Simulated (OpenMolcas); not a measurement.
Gd2+ in a point-charge field

Gd2+ among 6 point charges of -0.5 e arranged as a trigonal prism (D3h), 2.33 Å from the ion, with a polar angle of 43.2° against the regular 49.1°.

```yaml
Program: OpenMolcas 26.06
Method: CASSCF
Basis: ANO-RCC-VDZP [7s6p4d2f1g]
Scalar_Hamiltonian: DKH2, point nucleus
Active_space: 8 electrons in 7 orbitals (4f)
State_averaging: 2S+1 = 7 even, 7 roots; 2S+1 = 5 even, 77 roots kept (CI in the orbitals of an earlier block); 2S+1 = 3 even, 22 roots kept (CI in the orbitals of an earlier block)
Spin-orbit_coupling: RASSI with atomic mean-field integrals over the reference wave functions
```

The lowest spin-free states (labels of D3, the rotations of D3h), above the lowest:

```
   State  Degeneracy  E (cm-1)  Free-ion L (%)
     7A1           1       0.0         F (100)
     7A2           1       1.4         F (100)
      7E           2     758.4         F (100)
      7E           2      1052         F (100)
     7A2           1      1085         F (100)
      5E           2     23713         D (100)
      5E           2     24026         D (100)
     5A1           1     24136         D (100)
2S+1 = 5           2     27231         L (100)
      5E           2     27245         L (100)
      5E           2     27256         L (100)
      5E           2     27283         L (100)
      5E           2     27328         L (100)
2S+1 = 5           2     27334         L (100)
      5E           2     27381         L (100)
      5E           2     27415         L (100)
     5A1           1     27427         L (100)
      5E           2     28232         G (100)
2S+1 = 5           2     28470         G (100)
      5E           2     28615         G (100)
```

The lowest levels with spin-orbit coupling:

```
E (cm-1)  Degeneracy  Label  2S+1     J  |mJ| (%)                g
     0.0           2            7  6.00   6 (100)  0.00 0.00 17.97
   291.7           2      E     7  5.96   5 (100)  0.00 0.00 14.55
   553.0           2      E     7  5.94   4 (100)  0.00 0.00 11.31
   766.9           1     A2     7  5.95   3 (100)                 
   767.2           1     A1     7  5.95   3 (100)                 
   918.5           2      E     7  5.97   2 (100)   0.00 0.00 5.50
    1004           2      E     7  5.99   1 (100)   0.00 0.00 2.76
    1031           1     A1     7  6.00   0 (100)                 
    2056           2      E     7  5.05   5 (100)  0.00 0.00 15.40
    2101           2      E     7  5.00   4 (100)  0.00 0.00 11.88
    2176           1     A2     7  4.95   3 (100)                 
    2177           1     A1     7  4.95   3 (100)                 
    2292           2      E     7  4.92   2 (100)   0.00 0.00 5.08
    2418           2      E     7  4.94   1 (100)   0.00 0.00 2.24
    2477           1     A2     7  4.97   0 (100)                 
    3355           2      E     7  4.00   2 (100)   0.00 0.00 5.67
    3373           2      E     7  3.93   1 (100)   0.00 0.00 2.29
    3377           1     A2     7  4.07   3 (100)                 
    3377           1     A1     7  4.07   3 (100)                 
    3394           1     A1     7  3.90   0 (100)
```

Powder χT (cm3 K/mol): 10.1 at 2 K, 10.2 at 10 K, 10.5 at 50 K, 10.9 at 100 K, 11.3 at 200 K, 11.5 at 300 K. The effective moment at 300 K is 2.828 √(χT) = 9.60 μB.

Hund's rules give f8 the level 7F6 with g = 1.500, so an isolated free-ion multiplet has χT = g² J(J+1) / 8 = 11.812 cm3 K/mol. The computed 11.535 at 300 K differs by -2 %, through the field's splitting, the mixing of terms and any other multiplet in reach.

Stevens parameters of the J = 6 multiplet, which is 1031 cm-1 wide (cm-1, z along the main axis): B20 = -9.649e+00, B40 = 1.907e-03, B60 = 1.620e-05, B66 = 4.931e-06.

High states are left out of the spin-orbit mixing, which shifts the levels that they would mix with. The free ion's ground configuration, as NIST lists it, lies outside this active space, so the lowest level here need not be the ground level. Point charges carry no covalency, so the field is a model and not that of real ligands. An unlabelled pair can be two single states that coincide in this model. The first state left out of the spin-orbit step lies near 45000 cm-1 above the lowest spin-free state of the reference (among the parities and spins computed), and the lists stop at four fifths of that energy or lower. No measured value stands beside these numbers.

With an even number of electrons the g values are those of a degenerate or nearly degenerate non-Kramers pair.
